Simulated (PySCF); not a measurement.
In(Br)(OMe)(NH2) (CH5BrInNO), SMILES [O](C)[In]([Br])[NH2].

Geometry optimised at B3LYP-D3(BJ)/def2-SVP. The def2 effective core potentials stand for the cores of In; spin–orbit coupling is left out. One conformer was computed; it need not be the lowest.

Method: TDDFT-PBE/def2-SVPD run with PySCF.

Vertical excitations. Isolated molecule, no solvent.

```
state  energy (eV)  λ (nm)      f                                                main pairs
-----  -----------  ------  -----  --------------------------------------------------------
S1            3.37     368  0.002                                            HOMO→LUMO 96 %
S2            3.88     319  0.039                                          HOMO−1→LUMO 86 %
S3            4.10     302  0.033                                          HOMO−2→LUMO 87 %
S4            4.26     291  0.002                                          HOMO−3→LUMO 95 %
S5            4.47     277  0.027                                          HOMO−4→LUMO 96 %
S6            4.92     252  0.048  HOMO→LUMO+1 63 %, HOMO−1→LUMO+1 18 %, HOMO−2→LUMO+1 11 %
S7            5.08     244  0.062                      HOMO−1→LUMO+1 65 %, HOMO→LUMO+1 21 %
S8            5.43     228  0.028                                        HOMO−2→LUMO+1 71 %
S9            5.48     226  0.000                                        HOMO−3→LUMO+1 99 %
S10           5.69     218  0.011                                          HOMO→LUMO+2 99 %
T1            3.07     404      0                                            HOMO→LUMO 95 %
T2            3.29     377      0                                          HOMO−1→LUMO 94 %
T3            3.65     340      0                                          HOMO−2→LUMO 98 %
T4            3.99     311      0                                          HOMO−3→LUMO 99 %
```
Triplets are in the Tamm–Dancoff approximation, which puts them higher than full response would, so one can lie above its singlet here.
